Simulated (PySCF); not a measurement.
ScF2, SMILES [F][Sc][F] (connectivity only; charge and spin as stated), neutral, multiplicity 2. Geometry: PBE-D3(BJ)/def2-TZVP. The multiplicity is an assumed one; other spin states were not compared. The isomer is the one that the SMILES or the coordinates give; other isomers of the formula were not compared.

All values below come from PBE-D3(BJ)/def2-TZVP (PySCF 2.14.0).

Harmonic wavenumbers (cm⁻¹): 151, 658, 698. Rotational constants (GHz): 26.59, 5.474, 4.539; symmetry number 2.

**Question.** Work out the zero-point energy and the ideal-gas rigid-rotor harmonic-oscillator thermochemistry at 298.15 K and 1 atm.

**Answer.** ZPE = ½ Σ hcν = ½ × 1507 cm⁻¹ = 2.15 kcal/mol. H − E(el) = 5.08 kcal/mol. Entropy in cal/(mol K): translation 39.16, rotation 22.32, vibration 3.33, spin 1.38, total 66.19. G − E(el) = -14.66 kcal/mol. Cp = 11.60 cal/(mol K).
